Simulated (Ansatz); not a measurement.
Reaction (isomerisation): `N[CH]1[SiH2][GeH2]1` → `[CH2]1[SiH2][NH][GeH2]1`

Calculated with Ansatz (gas phase, PBE0-D4/def2-TZVP geometries, no zero-point term in ΔE). CCSD(T)/CBS is the MP2 limit (def2-TZVPP, def2-QZVPP) plus CCSD(T) − MP2 in def2-TZVPP, frozen cores. DFT in def2-TZVPP. For Ge outer-core shells are correlated without core-valence functions, which leaves a few kJ/mol of doubt a bond. Scalar relativity is left out up to krypton. One conformer a species, not always the lowest.

CCSD(T)/CBS gives -236.3 kJ/mol.

Question: Another level gave -226.5 kJ/mol. Which?
A. MP2/def2-TZVPP
B. PBE-D4/def2-TZVPP
C. r2SCAN/def2-TZVPP
D. ωB97M-V/def2-TZVPP

Answer: C. r2SCAN -226.5, MP2/def2-TZVPP -250.5, PBE-D4 -205.6, ωB97M-V -237.2 kJ/mol.

Largest T1 diagnostic among the species: 0.012.

From PBE to PBE0 (25 % exact exchange), in def2-TZVPP and without D4, ΔE moves by −15.9 kJ/mol. In def2-TZVPP, CCSD(T) changes the Hartree–Fock value by +24.9 kJ/mol (the triples alone add +4.2 kJ/mol) and MP2 by +14.1 kJ/mol.
